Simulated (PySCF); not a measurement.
C²⁺: interval between two levels

C²⁺ [He] 2s2 → C²⁺ [He] 2s1 2p1 [3P2, M_J = 2], as a difference of total energies. Calculation: PySCF 2.14, in x2c-TZVPall-2c with one added diffuse shell each of s, p, d type (6s4p3d1f, 40 functions); the two-component X2C-1e Hamiltonian. Correlated levels: 1s2 frozen. "Screened" scales the spin-orbit matrix elements by Boettger's factors to mimic the two-electron term; Breit and QED terms are absent.

```tsv
method	interval between two levels (cm⁻¹)
GHF (spin-free)	37983
GMP2 (spin-free)	46381
GHF (screened spin-orbit)	38016
GMP2 (screened spin-orbit)	46414
```

The labels give the starting determinants; with spin-orbit coupling the two ends relaxed to ⟨J²⟩ = 0.00, ⟨L²⟩ = 0.00, ⟨S²⟩ = 0.00 and ⟨J²⟩ = 6.00, ⟨L²⟩ = 2.00, ⟨S²⟩ = 2.00.
